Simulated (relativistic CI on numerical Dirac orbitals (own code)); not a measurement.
# Spin-allowed bands of a d7 ion in an octahedral site, by hand

Problem. Take Δ = 7000 cm⁻¹ and B = 830 cm⁻¹ for a high-spin d7 ion in an octahedral site. Calculate the three spin-allowed bands.

Working.
1. The terms of highest spin are 4F (energy 0) and 4P (15B = 12450 cm⁻¹). Here the F term splits into A2 at +1.2Δ = 8400, T2 at +0.2Δ = 1400 and T1 at −0.6Δ = -4200 cm⁻¹.
2. The two T1 states mix through the element 0.4Δ: H = [[-4200, 2800], [2800, 12450]], with roots ½(H₁₁ + H₂₂) ∓ ½√[(H₂₂ − H₁₁)² + 4H₁₂²] = ½(8250) ∓ ½(17567) = -4658 and 12908 cm⁻¹.
3. The ground term is 4T1 at -4658 cm⁻¹.
4. Bands: 4T2 6058 cm⁻¹ (1651 nm), 4A2 13058 cm⁻¹ (766 nm), 4T1(P) 17567 cm⁻¹ (569 nm).

Check. Exact diagonalisation of the whole d7 shell with these parameters gives 4T2 6058, 4A2 13058, 4T1 17567 cm⁻¹. The match is exact, since without spin-orbit coupling no other term has this spin. The ratio of the second band to the first, 2.155, depends on Δ/B = 8.4 alone, which is how a Tanabe-Sugano diagram is read.
